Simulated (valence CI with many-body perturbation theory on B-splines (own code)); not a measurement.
## Ho52+ in brief

Method: configuration interaction combined with many-body perturbation theory (CI+MBPT): five valence electrons over a frozen Dirac-Fock core [Ne], a basis of 9 s, 9 p, 8 d, 6 f, 3 g, 1 h functions for each j, with the one-electron correlation potential Σ1 (screened to all orders), the two-electron term Σ2, the three-electron term Σ3, Breit, model QED; selected single and double excitations, second order for the rest, scaled by the run's own slope (own B-spline code, finite nucleus).

No measured spectrum was set against this ion. As an estimate, large intervals hold to a few tenths of a per cent, small ones and those within an open d or f shell to about a per cent. Among the levels kept, up to 1300 cm⁻¹ of a level comes from second order outside the variational space, and about a tenth of that is noise between levels of different J, which matters for small intervals.

Levels are named by their leading jj configuration (3d3/2^4 stands for four electrons in 3d with j = 3/2), which in mixed levels can hold well under half, so a name can repeat and another be missing.

Rates and lifetimes use the calculated energies. Strong lines usually hold to 10 to 20 %, long lifetimes can be off by a factor of two.

**Question.** What is the ground level?

**Answer.** (3s^2 3p1/2^2 3p3/2) J=3/2, composition 47 % 3s2 3p3 2P° + 26 % 3s2 3p3 2D° + 26 % 3s2 3p3 4S°, g = 1.354.

**Question.** What are the static dipole polarisabilities of the lowest levels?

**Answer.** (3s^2 3p1/2^2 3p3/2) J=3/2 0.00455 (tensor 0.00036) bohr³, of which the core gives 7.04e-05.

**Question.** Among levels below 44.376 Ry, which E1 lines absorb most strongly from the ground level?

**Answer.** to (3s^2 3p1/2 3p3/2 3d3/2) J=3/2 at 2.731 nm, f = 0.315; to (3s^2 3p1/2 3p3/2 3d3/2) J=5/2 at 2.781 nm, f = 0.276; to (3s^2 3p1/2 3p3/2 3d3/2) J=1/2 at 2.731 nm, f = 0.114.

**Question.** Name the longest-lived excited levels whose lifetime is computed, and their main decay.

**Answer.** (3s^2 3p1/2 3p3/2 3d5/2) J=9/2 at 34.676 Ry lives 757 ns, mostly by M1 to (3s^2 3p1/2 3p3/2 3d3/2) J=7/2; (3s^2 3p1/2 3p3/2^2) J=5/2 at 16.139 Ry lives 58.3 ns, mostly by M1 to (3s^2 3p1/2^2 3p3/2) J=3/2; (3s^2 3p1/2 3p3/2^2) J=1/2 at 17.128 Ry lives 17.6 ns, mostly by M1 to (3s^2 3p1/2^2 3p3/2) J=3/2.

**Question.** What is the ionisation energy?

**Answer.** 4804.4 eV; NIST lists 4802 ± 4 eV (theoretical).

**Question.** Where does the other parity begin?

**Answer.** At (3s^2 3p1/2^2 3d3/2) J=3/2, 14.842 Ry.

**Question.** How well does LS coupling describe the low levels?

**Answer.** Among the lowest 20 levels the leading LS term, summed over configurations, holds 54 % on average. For single configurations the figures are 52 % in LS and 93 % in jj coupling. Terms mix most in the J = 5/2 level at 19.360 Ry, where the leading one holds 32 %.
